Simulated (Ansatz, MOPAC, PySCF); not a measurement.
Reaction (SMILES): FC(F)=CCl → [C](=CCl)F + F atom (the C-F bond breaks)

Wanted: bond dissociation energy (enthalpy at 298 K), in kcal/mol. Conventions: valence correlation only; no spin-orbit coupling; no dispersion term unless named; six Cartesian d functions in 6-31G* and its kin unless marked 5d; UHF or UKS for open shells; non-relativistic. Ab initio and DFT rows: single points at B3LYP-D3(BJ) geometries (Ansatz, an electronic-structure program), with unscaled harmonic terms from B3LYP/6-31G* (Ansatz) at its own minima. Semi-empirical rows: MOPAC heats of formation at their own minima for 298 K. A UHF reference is markedly spin-contaminated in at least one set, which strains HF and MP2.

```tsv
species	coefficient	E at MP2/6-31G* (Ansatz), Eh	E at M06-2X/def2-TZVPD (PySCF), Eh	H(298 K) - E, kcal/mol	heat of formation at AM1 (MOPAC), kcal/mol
FC(F)=CCl	-1	-735.34981	-736.68120	21.20	-91.18
F[C]=CCl	+1	-635.64454	-636.73987	17.64	-0.35
F atom	+1	-99.48727	-99.73422	1.48	18.89
```

 1 Eh = 627.5095 kcal/mol.

**Question.** Compute it at each level from the table.

**Answer.** 
- MP2/6-31G*: the sum of coefficient times E is 0.21800 Eh, or 136.80 kcal/mol; the thermal terms add -2.08. Result: 134.7 kcal/mol.
- M06-2X/def2-TZVPD: the sum of coefficient times E is 0.20711 Eh, or 129.96 kcal/mol; the thermal terms add -2.08. Result: 127.9 kcal/mol.
- AM1: the sum of coefficient times heat of formation is 109.72 kcal/mol; it needs no thermal term.
